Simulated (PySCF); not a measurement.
The metal is changed in M(NH3)4 2+. Gas-phase values, no solvent. Multiplicities are imposed; where one is given, others were not computed.

The charge on the central atom (meta-Löwdin) from two functionals at the same geometries (PBE-D3(BJ)/def2-SVP), both in PySCF: PBE-D3(BJ)/def2-TZVP and B3LYP-D3(BJ)/def2-TZVP. B3LYP has the VWN-RPA correlation part, as in Gaussian. 

```
species                                                  PBE-D3(BJ)/def2-TZVP (e)  B3LYP-D3(BJ)/def2-TZVP (e)
-------------------------------------------------------  ------------------------  --------------------------
M = Fe, multiplicity 3 ([Fe(NH3)4]2+ (excited triplet))                      0.85                        0.96
M = Fe, multiplicity 5 ([Fe(NH3)4]2+ (lower quintet))                        1.10                        1.20
M = Co, multiplicity 2                                                       0.81                        0.93
M = Co, multiplicity 4 ([Co(NH3)4]2+ (lower quartet))                        1.02                        1.14
M = Cu, multiplicity 2 ([Cu(NH3)4]2+)                                        0.93                        1.04
M = Zn, multiplicity 1 ([Zn(NH3)4]2+)                                        1.23                        1.27
```

Over these rows, drawn at random from the members with no instability flagged (it was tested for open shells, ions and some series alone), PBE minus B3LYP-D3(BJ): mean -0.10 e, from -0.13 e to -0.04 e.
